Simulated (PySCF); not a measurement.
Electron correlation in Er²⁺ (erbium, charge +2)

Starting occupation: [Xe] 4f12, 4f5/2 with m_j = -5/2, -3/2, -1/2, +1/2, +3/2, +5/2, 4f7/2 with m_j = -3/2, -1/2, +1/2, +3/2, +5/2, +7/2. Computed with PySCF 2.14 in x2c-TZVPall-2c, with X2C-1e with screened-nucleus spin-orbit coupling, Gaussian nucleus. Frozen: [Ar] 3d10; 38 electrons correlated; the 18 highest virtual spinors left out.

MP2 pair energies summed by pair of shells (mhartree):

| pair | energy | share (%) |
| --- | --- | --- |
| 4f-4f | -369.61 | 26.7 |
| 4d-4f | -243.49 | 17.6 |
| 4f-5p | -163.50 | 11.8 |
| 5p-5p | -121.22 | 8.7 |
| 4d-4d | -97.86 | 7.1 |
| 4f-4p | -76.60 | 5.5 |
| 4d-4p | -73.58 | 5.3 |
| 4d-5p | -53.59 | 3.9 |
| 4f-5s | -39.45 | 2.8 |
| 5p-5s | -32.47 | 2.3 |
| 4d-4s | -20.59 | 1.5 |
| 4f-4s | -19.70 | 1.4 |
| 4p-4p | -18.80 | 1.4 |
| 4d-5s | -17.84 | 1.3 |
| 4p-5p | -10.76 | 0.8 |
| 4p-4s | -10.45 | 0.8 |
| 5s-5s | -6.10 | 0.4 |
| 4p-5s | -5.37 | 0.4 |
| 4s-5p | -1.96 | 0.1 |
| 4s-4s | -1.68 | 0.1 |
| 4s-5s | -0.86 | 0.1 |

Total MP2 correlation energy: -1385.5 mhartree.

The GHF reference relaxed away from the jj start to a determinant that is no pure jj level (⟨S²⟩ = 2.08, ⟨J²⟩ = 42.01); the energies belong to that determinant.

This basis was not built for core-valence correlation, so the inner-shell part is incomplete.
